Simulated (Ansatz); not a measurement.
`BC1(B)C[SiH2]1` + `N=CO` → `BOC=N` + `BC1C[SiH2]1`  (ligand exchange at a B–C bond)

Program: Ansatz. Geometries: PBE0-D4/def2-TZVP. ΔE: electronic, gas phase. CBS: MP2 limit from def2 TZ/QZ plus the TZ coupled-cluster correction, frozen cores. This one scheme is used for every species. One conformer a species, not always the lowest.

```json
{"species": "`BC1(B)C[SiH2]1`", "MP2/CBS(def2) energy (Eh)": "-419.44799"}
{"species": "`N=CO`", "MP2/CBS(def2) energy (Eh)": "-169.67959"}
{"species": "`BOC=N`", "MP2/CBS(def2) energy (Eh)": "-195.07814"}
{"species": "`BC1C[SiH2]1`", "MP2/CBS(def2) energy (Eh)": "-394.07219"}
```

(1) Work out ΔE.

Largest T1 diagnostic among the species: 0.015.

Results:

(1) ΔE = (-195.07814) + (-394.07219) − (-419.44799) − (-169.67959) = -0.02275 Eh = -14.3 kcal/mol. CCSD(T)/CBS gives -15.5 kcal/mol.

The D4 term adds +1.2 kcal/mol with B3LYP and +0.7 kcal/mol with PBE0; it sums over pairs of atoms, weighted by their polarisabilities, and B3LYP, whose exchange is more repulsive, gets the larger term. In def2-TZVPP, CCSD(T) changes the Hartree–Fock value by +1.6 kcal/mol (the triples alone add +0.2 kcal/mol) and MP2 by +2.8 kcal/mol.

B3LYP here is the variant with VWN-RPA as its local correlation; programs differ in this.
